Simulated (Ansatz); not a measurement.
Harmonic frequencies (cm⁻¹) at PBE0-D4/def2-TZVP from Ansatz: 64, 117, 170, 218, 232, 282, 323, 363, 574, 696, 711, 903, 940, 987, 997, 1046, 1258, 1280, 1412, 1438, 1497, 1500, 3054, 3057, 3097, 3129, 3134.

Each molecule was computed in one conformer, which needn't be the lowest.

Q: Which molecule is it?
A. `CC[Si](F)(F)Cl`
B. `N[Si](N)(F)F`
C. `N#C[Si](C#N)(C#N)C#N`
D. `FC[SiH](F)CCl`

A: A.
